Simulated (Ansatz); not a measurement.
Ansatz (a first-principles code) input (r2SCAN/def2-TZVPD):

Ansatz 0.2 input:
```yaml
crystal:
  periodic: [false, false, false]
  atoms:
    - {symbol: C, position_ang: [1.57976816, -1.13509199, 0.27440543]}
    - {symbol: Si, position_ang: [0.18936376, 0.09154663, 0.56917434]}
    - {symbol: C, position_ang: [-1.36578974, -0.75507115, 1.19326675]}
    - {symbol: Cl, position_ang: [-0.26291637, 1.00146768, -1.25700577]}
    - {symbol: H, position_ang: [1.25893470, -1.89451382, -0.44471600]}
    - {symbol: H, position_ang: [2.46616392, -0.63969915, -0.12161698]}
    - {symbol: H, position_ang: [1.84833462, -1.63316853, 1.20840902]}
    - {symbol: H, position_ang: [-2.17788252, -0.04054800, 1.32708469]}
    - {symbol: H, position_ang: [-1.68926578, -1.51415206, 0.47496967]}
    - {symbol: H, position_ang: [-1.17166975, -1.24354299, 2.15049378]}
basis:
  gaussian:
    orbitals: def2-TZVPD
hamiltonian:
  xc: {name: r2SCAN}
total_charge: -1
```

Output:

```
Functional definition: r2SCAN
integrals: 0.15 GiB planned
1209 factors; their error is unknown
mean field: 1.07 GiB planned
mean field evaluation 1: about -22563.1979 eV, gradient 6.1e1 eV
mean field evaluation 2: about -22544.0716 eV, gradient 9.3e1 eV
mean field evaluation 4: about -22572.1468 eV, gradient 6.0e0 eV
mean field evaluation 8: about -22572.2012 eV, gradient 4.4e-1 eV
mean field evaluation 16: about -22572.2015 eV, gradient 5.4e-5 eV
mean field -22572.20151770 eV, -829.5131057876 hartree, gradient 1.8e-5 eV, S^2 0.000000; 0 other end points of the search recorded, 0 dependent functions left out
reference -22572.20153508 eV, -829.5131064266 hartree; 25, 25 occupied and 192, 192 virtual orbitals, 1209 factors
Total energy: -22572.20153508 eV, -829.5131064266 hartree
```

This state (charge -1, singlet) is run at the relaxed geometry of the species with charge 0 and multiplicity 2.
